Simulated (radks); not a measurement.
The numbers below are computed, except where a source is named.
Zr3+, 37 electrons, occupied as [Kr] 4d1. Level of theory: scalar-relativistic Kohn-Sham, BLYP, spin-polarised, spherical densities, finite nucleus; open shells are filled with parallel spins first (spin-orbit coupling, left out, can overturn this in heavy ions); Fermi nuclear charge, rms radius 4.2694 fm (a radial shooting solver on a logarithmic mesh with Libxc functionals).

Radial electron density D(r) = 4 pi r^2 rho(r):

r (bohr),D(r) (e/bohr),spin D(r)
0.00189,2.202,-0.0000250
0.002481,3.533,-0.0000401
0.00323,5.513,-0.0000625
0.00424,8.555,-0.0000968
0.005566,12.94,-0.000146
0.007306,18.95,-0.000213
0.009589,26.57,-0.000298
0.01259,35.24,-0.000397
0.01639,43.30,-0.000497
0.02151,49.03,-0.000601
0.02824,50.11,-0.000729
0.03706,46.62,-0.000940
0.04865,42.61,-0.00120
0.06386,44.40,-0.000803
0.08382,53.60,0.00287
0.1091,61.34,0.0150
0.1433,56.69,0.0427
0.188,42.62,0.0846
0.2468,37.31,0.120
0.324,44.13,0.115
0.4252,42.98,0.0556
0.5537,27.32,-0.00173
0.7268,12.94,0.0479
0.954,9.420,0.273
1.252,8.452,0.551
1.644,4.878,0.617
2.157,1.641,0.421
2.809,0.3624,0.179
3.687,0.05192,0.0411
4.84,0.004409,0.00421
6.353,0.0001536,0.000153

D(r) has 3 maxima, at r = 0.0261, 0.115, 0.368 bohr, and minima at 0.0527, 0.235 bohr, inside which lie 2.04, 11.07 electrons.
